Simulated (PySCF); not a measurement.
Computed shifts of a molecule C2H8OSi, PBE/pcSseg-1 run with PySCF, GIAO, gas phase, equivalent atoms averaged, in ppm (number of nuclei): ²⁹Si: 10.0 (1). ¹³C: 4.2 (2). ¹H: 5.29 (1), 0.60 (1), 0.44 (6). References: ²⁹Si against TMS (σ = 335.4 ppm); ¹³C against TMS (σ = 182.0 ppm); ¹⁷O against H2O (σ = 334.3 ppm); ¹H against TMS (σ = 31.49 ppm), references at their B3LYP-D3(BJ)/def2-TZVP geometries, non-relativistic. Coordinates come from a B3LYP-D3(BJ)/def2-SVP optimisation. One conformer was computed; it need not be the lowest.

Which molecule gave these data?
A) OCC[SiH3]
B) CC[SiH2]O
C) C[SiH2]CO
D) C[SiH](C)O

D, C[SiH](C)O
